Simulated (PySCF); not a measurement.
Numbering as in the mapped SMILES `[CH3:1]/[CH:2]=[C:3](\[CH3:4])[C:5](=[O:6])[OH:7]`. Each H is labelled by its parent atom.

- shielding tensors at PBE0/pcSseg-1 (GIAO)
- geometry from GFN2-xTB
- run in PySCF 2.14.0 with density-fitted response routines
- one averaged value for each set of equivalent atoms, gas phase, single conformer, non-relativistic Hamiltonian

Question: List the cross peaks expected in HSQC, COSY and HMBC spectra.

Answer: 

HSQC (one-bond C–H):
```tsv
δH	δC
7.33 (H(C2))	148.1 (C2)
2.04 (H(C1))	18.4 (C1)
1.96 (H(C4))	14.6 (C4)
```

COSY cross peaks (H two or three bonds apart, from the bond graph; peaks can be absent where the dihedral angle is near 90°):
```tsv
δH	δH
7.33 (H(C2))	2.04 (H(C1))
```

HMBC (two and three bonds, from the bond graph):
```tsv
δH	δC
7.33 (H(C2))	171.5 (C5), 133.4 (C3), 18.4 (C1), 14.6 (C4)
2.04 (H(C1))	148.1 (C2), 133.4 (C3)
1.96 (H(C4))	171.5 (C5), 148.1 (C2), 133.4 (C3)
```

Chemical shifts δ = σref − σ; $^{1}$H (σref 31.72), $^{13}$C (σref 186.93) against TMS, all at this level.

Short H···H contacts in this conformer between protons four or more bonds apart (candidates for NOE cross peaks, intensity ∝ r⁻⁶): H(C1)···H(C4) 2.05 Å.

The OH or NH signal is concentration- and solvent-dependent in practice; the value given is the gas-phase one. Shifts are as computed. Against solution values, carbons near 30 ppm lie about +3 ppm off and those near 130 ppm about +5 ppm. Of 1211 compounds with measured shifts, 218 miss one by over three times the rms of a fit or turn the order of signals round; such compounds aren't used in these exercises. Hydrogen bonding in solution deshields acid and N–H amide carbonyl carbons by as much as 10 ppm beyond these values.
